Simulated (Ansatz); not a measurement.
Relaxation of GeS₃⁻ with UKS PBE0-D4/def2-SVPD.

```sh
$ ansatz run in.yaml --threads 4 --pin off --events-out ev --progress --plain --max-ram 3916MiB
```

```yaml
crystal:
  periodic: [false, false, false]
  atoms:
    - {symbol: Ge, position_ang: [-0.507830, 1.470080, -0.053620]}
    - {symbol: S, position_ang: [1.498020, 0.061370, 0.011360]}
    - {symbol: S, position_ang: [-2.294610, 0.378940, -0.024500]}
    - {symbol: S, position_ang: [1.304430, -1.910390, 0.066760]}
basis:
  gaussian: {orbitals: def2-SVPD}
total_charge: -1
magnetization: {spin_polarized: true, initial_magnetization: 1}
hamiltonian: {xc: pbe0, dispersion: d4}
scf: {lower_state_search: "off"}
output: {orbitals: {seedname: orbitals}}
relax: {f_tol: 0.02, max_steps: 100}
```

Hardware: 4 threads of Arm Neoverse V1 on a shared host. Wall time 17 s.

Positions (Å) and forces (eV/Å) at steps 1, 2, 3, 4, 5, 6, 7 of 7:

```xyz
4
step=1 energy=-88992.3557 eV
Ge   -0.508    1.470   -0.054   -0.181    0.365   -0.014
S     1.498    0.061    0.011    0.180    0.130   -0.002
S    -2.295    0.379   -0.025    0.078   -0.154    0.005
S     1.304   -1.910    0.067   -0.076   -0.341    0.010
4
step=2 energy=-88992.3721 eV
Ge   -0.516    1.539   -0.056   -0.218   -0.185    0.006
S     1.475    0.061    0.011    0.234   -0.009    0.001
S    -2.230    0.325   -0.022    0.117    0.102   -0.004
S     1.272   -1.925    0.067   -0.133    0.092   -0.003
4
step=3 energy=-88992.3856 eV
Ge   -0.512    1.530   -0.056   -0.182   -0.096    0.003
S     1.515    0.079    0.011    0.038   -0.196    0.005
S    -2.205    0.288   -0.021    0.167    0.085   -0.003
S     1.202   -1.898    0.066   -0.022    0.207   -0.006
4
step=4 energy=-88992.3897 eV
Ge   -0.510    1.530   -0.055   -0.081   -0.012    0.001
S     1.532    0.088    0.011   -0.035   -0.240    0.006
S    -2.176    0.259   -0.020    0.084    0.028   -0.001
S     1.154   -1.878    0.065    0.031    0.224   -0.006
4
step=5 energy=-88992.3892 eV rejected
Ge   -0.523    1.544   -0.055   -0.002   -0.119    0.005
S     1.538    0.078    0.009   -0.077   -0.117    0.002
S    -2.179    0.263   -0.021    0.075    0.046   -0.001
S     1.164   -1.885    0.066    0.004    0.191   -0.005
4
step=6 energy=-88992.3913 eV
Ge   -0.515    1.534   -0.055    0.010    0.011    0.000
S     1.533    0.084    0.010   -0.025   -0.104    0.002
S    -2.168    0.255   -0.020    0.007   -0.018    0.000
S     1.149   -1.874    0.065    0.007    0.111   -0.003
4
step=7 energy=-88992.3922 eV
Ge   -0.511    1.539   -0.054   -0.001   -0.006    0.001
S     1.534    0.086    0.009    0.003   -0.004    0.000
S    -2.147    0.236   -0.020    0.000    0.002    0.000
S     1.124   -1.861    0.065   -0.002    0.007    0.000
```

The relaxation made no stability test and no search for a lower SCF solution. Another isomer (doublet) lies 0.70 eV lower at PBE0-D4/def2-TZVPD; other spin states weren't run for this one.
